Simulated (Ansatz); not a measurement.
# Reading a saddle point

A first-order saddle point of SiNH$_{9}$O$_{2}$, singlet, PBE0-D4/def2-TZVP, with one imaginary mode of 1145i cm⁻¹:

```xyz
13
angstrom
Si 0.5888 0.8687 0.8110
N 0.5528 -0.9445 0.3930
H 1.5471 1.7657 0.0989
H -0.6360 1.3232 1.5159
H 1.4650 0.6259 2.0389
H -1.0257 0.0894 -1.1462
O -0.5018 1.0829 -0.8403
H -0.4348 -1.2137 -0.3173
O -1.3159 -1.1196 -1.1988
H 1.3756 -1.1906 -0.1504
H 0.6163 -1.4822 1.2507
H -0.0250 1.4838 -1.5695
H -2.2065 -1.2890 -0.8858
```

Ansatz 0.2.0; basis: def2-TZVPP and def2-QZVPP; cores frozen in the correlated methods. Extrapolation: Hartree–Fock as exp(−7.88 √X), correlation as X^−2.97.

(1) Which contacts change along the imaginary mode, and what lies on either side? (Judge from chemistry; the calculation decides.)

(2) Which side is lower, and how far does the saddle lie above each? (An estimate is asked for; the value comes from the calculation.)

No T1 diagnostic of these runs exceeds 0.011.

Results:

(1) The calculation gives: The step is SiNH₅ ([NH2][SiH3]) + H₂O + H₂O → SiH₄O ([OH][SiH3]) + H₂O + NH₃ (still joined by a long Si–N bond), with the molecules in contact on both sides. Shortening one way: Si1–O7, N2–H8, H6–O9; lengthening the same way: Si1–N2, H6–O7, H8–O9.
```
  pair  one side (Å)  saddle (Å)  other side (Å)
Si1–O7          4.05        1.99            1.70
 N2–H8          1.93        1.25            1.02
 H6–O9          1.86        1.24            0.98
Si1–N2          1.73        1.86            2.22
 H6–O7          0.98        1.16            1.84
 H8–O9          0.98        1.25            2.01
```

(2) Computed: The side with Si1–O7, N2–H8, H6–O9 short is lower by 25.7 kJ/mol; the saddle lies 123.3 kJ/mol above it and 97.6 kJ/mol above the other (CCSD(T) at an estimated basis limit (MP2 extrapolated from triple and quadruple zeta, plus CCSD(T) − MP2 in triple zeta); electronic energies).

The step is the kind of ligand exchange by which a precursor binds to a hydroxyl group, or is hydrolysed, in atomic layer deposition of oxides.

Labels in which every atom is bracketed show which atoms are joined, not bond orders.

For scale, one of the runs: CCSD(T)/def2-TZVPP, 261 basis functions, launched by `ansatz run in.yaml --threads 8 --pin off --events-out ev --progress --plain --max-ram 19148MiB`. The run took 110 s on 8 CPU threads of an Intel Xeon (shared host), with 6.4 GiB of host memory at its peak.
